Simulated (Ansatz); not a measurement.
H3OSi (SMILES [O][SiH3]) moved off its minimum; all values from Ansatz (a program for electronic structure), cores frozen in correlated methods. Open shells are unrestricted.
(charge 0, multiplicity 2)
```xyz
5

O      1.1613    -0.0478    -0.0590
Si    -0.4532     0.0215     0.0238
H     -0.9566     1.4422    -0.1316
H     -0.7030    -0.4173     1.4028
H     -1.1396    -0.8702    -0.9144
```

Forces at HF/def2-TZVPP (eV/Å):

```tsv
atom	Fx	Fy	Fz
O1	1.499	-0.073	-0.278
Si2	-1.789	0.891	0.476
H3	0.286	-0.713	-0.097
H4	-0.048	-0.085	0.106
H5	0.053	-0.021	-0.207
```

**Question.** Give the forces (eV/Å), the total energy and the dipole at CCSD(T)/cc-pV(T+d)Z.

**Answer.** 
| atom | Fx | Fy | Fz |
|---|---|---|---|
| O1 | 1.566 | -0.108 | -0.100 |
| Si2 | -1.624 | 0.929 | 0.015 |
| H3 | 0.170 | -0.552 | -0.027 |
| H4 | -0.014 | -0.143 | 0.327 |
| H5 | -0.098 | -0.126 | -0.214 |
Energy -365.9251 hartree, dipole 1.35 D.
